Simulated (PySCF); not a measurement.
# Structure elucidation problem

Molecular formula: C$_{4}$H$_{11}$BO$_{2}$. Simulated spectra:

1H NMR (400 MHz, computed): δ 4.43 (sept, J = 6.9 Hz, 1H), 3.44 (br s, 1H), 1.19 (d, J = 6.9 Hz, 6H), 0.15 (s, 3H).

13C{1H} NMR (computed): δ 65.3 (CH), 25.4 (CH3, 2C), -1.1 (CH3).

[PySCF: NMR shieldings at PBE0/pcSseg-1/GIAO; J: B3LYP/pcJ-1 (spin–dipole term only in couplings to heteroatoms); coordinates at the PBE0-D3(BJ)/def2-SVP level; averaged over atoms made equivalent by symmetry, fast rotation or ring inversion; non-relativistic; no solvent model; one computed conformer]

Scale: 1H, 13C against TMS (reference shieldings calculated alike).

**Question.** Deduce the structure.

**Answer.** 
1. 3 carbon signals for 4 carbons: some carbons are equivalent by symmetry or fast rotation.
2. Carbon types of the structure: 1 × CH, 3 × CH3, leaving 1 H on heteroatoms.
3. δC 65.3: sp3 CH bonded to O; the inductive effect lowers its shielding.
4. δC 25.4: methyl carbon; aliphatic region, no heteroatom directly attached.
5. δC -1.1: methyl carbon bonded to B.
6. δH 4.43: hydrogen on an sp3 CH bonded to O; its carbon carries O, which withdraws density.
7. δH 3.44: hydrogen on an oxygen bonded to B; exchangeable; this is the value without hydrogen bonding to other molecules.
8. δH 1.19: hydrogen on a methyl carbon.
9. δH 0.15: hydrogen on a methyl carbon bonded to B.
10. The protons at 4.43 and 1.19 share a coupling of 6.9 Hz (vicinal).

Structure: `CB(O)OC(C)C`.

This is the structure that produced the data.

OH and NH positions are those of a molecule without intermolecular hydrogen bonds; in solution they move with solvent, concentration and temperature, and exchange usually removes their couplings. A carbon bonded to boron is broadened by the quadrupolar boron nucleus and is often missing from a measured spectrum. Splittings below 1 Hz are ignored in the labels, and close J values are merged. Unscaled 3J(H,H) at this level run about 10 % above measured values. Shifts are as computed. Against solution values, carbons near 30 ppm lie about +2 ppm off and those near 130 ppm about +5 ppm. Of 1211 compounds with measured shifts, 218 miss one by over three times the rms of a fit or turn the order of signals round; such compounds aren't used in these exercises.
